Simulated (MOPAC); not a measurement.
MOPAC input (PM6):

```
PM6 1SCF GEO-OK AUX(PRECISION=9) THREADS=1
H2BF2N

B     0.01827732 1   -0.01967071 1    0.02476731 1
F     1.23929023 1   -0.49341957 1   -0.23190531 1
F    -0.51025756 1   -0.29119197 1    1.21980641 1
N    -0.67924097 1    0.73102389 1   -0.92042913 1
H    -1.59871957 1    1.09644554 1   -0.74685486 1
H    -0.29927426 1    0.94624460 1   -1.82508776 1
```

From the last part of the output:

```
                                                       MOPAC v23.2.5 Linux

          FINAL HEAT OF FORMATION =       -200.10610 KCAL/MOL =    -837.24391 KJ/MOL

          COSMO AREA              =         85.42 SQUARE ANGSTROMS
          COSMO VOLUME            =         66.70 CUBIC ANGSTROMS

          IONIZATION POTENTIAL    =         11.017178 EV
          HOMO LUMO ENERGIES (EV) =        -11.017  1.361
          NO. OF FILLED LEVELS    =         12
          MOLECULAR WEIGHT        =         64.8293         POINT GROUP:  C2v

          MOLECULAR DIMENSIONS (Angstroms)

            Atom       Atom       Distance
            H     5    F     2     3.29350
            H     6    F     3     3.17051
            B     1    H     6     0.00000

          SCF CALCULATIONS        =          1

   ATOM   CHEMICAL          X               Y               Z
  NUMBER   SYMBOL      (ANGSTROMS)     (ANGSTROMS)     (ANGSTROMS)

     1       B          0.01827732  *  -0.01967071  *   0.02476731  *
     2       F          1.23929023  *  -0.49341957  *  -0.23190531  *
     3       F         -0.51025756  *  -0.29119197  *   1.21980641  *
     4       N         -0.67924097  *   0.73102389  *  -0.92042913  *
     5       H         -1.59871957  *   1.09644554  *  -0.74685486  *
     6       H         -0.29927426  *   0.94624460  *  -1.82508776  *

                             CARTESIAN COORDINATES

   1    B        0.018277320    -0.019670710     0.024767310
   2    F        1.239290230    -0.493419570    -0.231905310
   3    F       -0.510257560    -0.291191970     1.219806410
   4    N       -0.679240970     0.731023890    -0.920429130
   5    H       -1.598719570     1.096445540    -0.746854860
   6    H       -0.299274260     0.946244600    -1.825087760

           Empirical Formula: H2 N B F2  =     6 atoms

      MOLECULAR POINT GROUP   :   C2v

                  EIGENVALUES
 -40.84635 -40.63810 -31.33586 -19.12305 -18.37514 -17.25683 -16.49036 -15.77625
 -15.26836 -14.61827 -14.38605 -11.01718   1.36087   1.78634   3.72585   4.21039
   5.64666   6.72368

              NET ATOMIC CHARGES AND DIPOLE CONTRIBUTIONS

  ATOM NO.   TYPE          CHARGE      No. of ELECS.   s-Pop       p-Pop
    1          B           0.611923        2.3881     0.86377     1.52431
    2          F          -0.280774        7.2808     1.95038     5.33039
    3          F          -0.280774        7.2808     1.95038     5.33039
    4          N          -0.570317        5.5703     1.45575     4.11457
    5          H           0.259971        0.7400     0.74003
    6          H           0.259971        0.7400     0.74003
 DIPOLE           X         Y         Z       TOTAL
 POINT-CHG.    -1.439     1.548    -1.950     2.876
 HYBRID        -0.120     0.129    -0.163     0.240
 SUM           -1.559     1.678    -2.113     3.116

          ATOMIC ORBITAL ELECTRON POPULATIONS

     Atom    s        px        py        pz
    1  B   0.86377   0.53258   0.44536   0.54637
    2  F   1.95038   1.51124   1.87764   1.94150
    3  F   1.95038   1.87507   1.92290   1.53242
    4  N   1.45575   1.27441   1.57979   1.26037
    5  H   0.74003
    6  H   0.74003

 **********************
 *                    *
 * JOB ENDED NORMALLY *
 *                    *
 **********************

 == MOPAC DONE ==
```

The geometry given is a B3LYP-D3(BJ)/def2-TZVP minimum.
